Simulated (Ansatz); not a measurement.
Reaction (formal exchange of groups at a Ge–C bond): `O=[CH][GeH3]` + `N[SiH](O)S` → `O[SiH](S)[GeH3]` + `NC=O`

Program: Ansatz. Geometries: PBE0-D4/def2-TZVP. ΔE: electronic, gas phase. CBS: MP2 limit from def2 TZ/QZ plus the TZ coupled-cluster correction, frozen cores. This one scheme is used for every species. Functionals use def2-TZVPP. For Ge outer-core shells are correlated without core-valence functions, which leaves a few kJ/mol of doubt a bond. Scalar relativity is left out up to krypton. One conformer a species, not always the lowest.

```
         level  ΔE (kJ/mol)
     r2SCAN-D4        -23.3
       ωB97X-V        -14.5
       ωB97M-V         -9.2
        r2SCAN        -23.0
 HF/def2-QZVPP          0.6
MP2/def2-QZVPP         -5.1
  HF/CBS(def2)          0.8
 MP2/CBS(def2)         -5.9
```

Question: What does CCSD(T)/CBS give? (Estimate.)

Answer: Ansatz gave: -4.8 kJ/mol. The listed levels differ from it by -18.5, -9.7, -4.4, -18.2, 5.4, -0.3, 5.6, -1.1 kJ/mol.

Largest T1 diagnostic among the species: 0.016.

From PBE to PBE0 (25 % exact exchange), in def2-TZVPP and without D4, ΔE moves by +4.2 kJ/mol. In def2-TZVPP, CCSD(T) changes the Hartree–Fock value by −3.1 kJ/mol (the triples alone add −2.0 kJ/mol) and MP2 by −4.2 kJ/mol.
